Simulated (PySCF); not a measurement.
# Static response to an electric field

C3H10BN.
Numbering: `[CH3:1][NH:2][B:3]([CH3:4])[CH3:5]` (hydrogens: H6, H7, H8 on C1; H9 on N2; H10, H11, H12 on C4; H13, H14, H15 on C5)

Geometry (PBE0-D3(BJ)/def2-SVP, Å), atoms numbered from 1 in this order:
```xyz
15
C3H10BN angstrom
C      2.0107    0.6204   -0.0039
N      1.0616   -0.4403    0.2071
B     -0.3307   -0.4180    0.0303
C     -1.0610    0.9052   -0.4580
C     -1.1581   -1.7333    0.3312
H      2.5642    0.8724    0.9179
H      1.4919    1.5296   -0.3348
H      2.7565    0.3643   -0.7771
H      1.4818   -1.3086    0.5196
H     -0.9140    1.7317    0.2589
H     -2.1455    0.7656   -0.5779
H     -0.6647    1.2592   -1.4252
H     -1.7072   -2.0516   -0.5720
H     -1.9315   -1.5311    1.0922
H     -0.5556   -2.5877    0.6794
```

Level: CAM-B3LYP/def2-SVPD (PySCF), static field, nuclei fixed, core orbitals frozen in the response. The polarisability tensor in these axes (au):

```
x   71.22  3.98  1.26
y    3.98 62.43 -3.08
z    1.26 -3.08 51.72
```

Q: Give the principal values, the mean and the anisotropy Δα = √{½[(α1 − α2)² + (α2 − α3)² + (α1 − α3)²]}.

A: Principal values 50.64, 61.97 and 72.76 au; mean 61.79 au = 9.16 Å³ = 10.19 × 10⁻⁴⁰ C²·m²/J; Δα = 19.16 au (31 % of the mean).

Q: What is the dipole moment, and where does it point?

A: (1.31, 0.02, 0.15) D, 1.32 D in size, pointing from the negative to the positive side. Measured along this direction, the outermost atoms are H11 at the negative end and H6 and H8 at the positive end.

Q: In a dilute gas of rigid molecules at 250 K, how does the orientational term μ²/3kT compare with the electronic polarisability?

A: In Gaussian units μ²/3kT = 16.87 Å³ against 9.16 Å³, a ratio of 1.84; the Debye molar polarisation (4π/3)N_A(α + μ²/3kT) is 65.6 cm³/mol, leaving out the vibrational part.

Q: Form Σ f/ω² (atomic units) for the 10 lowest TDDFT singlets, given as eV and f, and set it beside the mean polarisability, which is this sum over all singlets: 6.62, 0.0002; 7.79, 0.0165; 7.82, 0.0012; 7.88, 0.2762; 7.90, 0.0347; 7.93, 0.0536; 8.94, 0.0020; 8.95, 0.0120; 9.05, 0.0451; 9.11, 0.0144.

A: They add up to 5.23 au, 8.5 % of the 61.79 au; the largest single term is 3.30 au, from the state at 7.88 eV. Terms in order: 0.00, 0.20, 0.01, 3.30, 0.41, 0.63, 0.02, 0.11, 0.41, 0.13 au. Higher excitations give the rest. The strengths listed sum to 0.456.

Q: Find the Langevin capture rate constant for H3+ (3.023 u) meeting this molecule (71.091 u), k = 2.342 × 10⁻⁹ cm³/s × √(α in Å³ / reduced mass in u).

A: The reduced mass is 2.90 u, so k = 4.16 × 10⁻⁹ cm³/s. The formula leaves out the permanent dipole, which adds to the capture rate.

Isolated species at its PBE0-D3(BJ)/def2-SVP geometry, gas phase.
